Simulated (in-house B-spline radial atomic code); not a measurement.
## Ionising S4+ with different functionals

Computed with a radial B-spline atomic code at the basis-set limit: scalar-relativistic (spin-free X2C) Hamiltonian, Fermi nucleus of rms radius 3.2611 fm, spin-polarised at highest spin, spherical fractional occupations for the functionals, and exact exchange of hybrids averaged over the configuration. The ionisation energy is the difference of two self-consistent energies, [Ne] 3s2 → [Ne] 3s1, without Breit or QED terms; ε is the level of the shell that loses the electron (its least bound occupied spin orbital).

```
   method                    rung  ΔSCF (eV)  -ε(3s) (eV)
     PBE0           global hybrid      72.35        67.45
    B3LYP           global hybrid      72.69        67.30
    TPSSh           global hybrid      72.21        66.60
BHandHLYP           global hybrid      72.36        68.93
  r2SCAN0           global hybrid      71.82        67.59
    B97-1           global hybrid      72.67        67.13
    HSE06  range-separated hybrid          ?            ?
    wB97X  range-separated hybrid      71.99        70.15
CAM-B3LYP  range-separated hybrid      72.70        69.12
  LC-wPBE  range-separated hybrid          ?            ?
```

Question: What does HSE06 give?

Answer: ΔSCF 72.37 eV, and -ε(3s) = 67.08 eV.

Question: What does LC-wPBE give?

Answer: ΔSCF 72.46 eV, and -ε(3s) = 70.70 eV.

Question: Among the functionals, which spreads more, the ΔSCF values or the orbital energies?

Answer: The orbital energies: ΔSCF values span about 0.88 eV and the orbital energies 4.10 eV; here energy differences depend much less on the functional than eigenvalues do.

Question: How do they compare with the NIST value?

Answer: NIST lists 72.594 eV (measured, ground level to ground level). Errors run from -0.78 to +0.10 eV; B97-1 is closest (+0.08 eV), but part of that can be cancellation, since the calculations leave out Breit-QED terms, the near-degeneracy of s² and p².
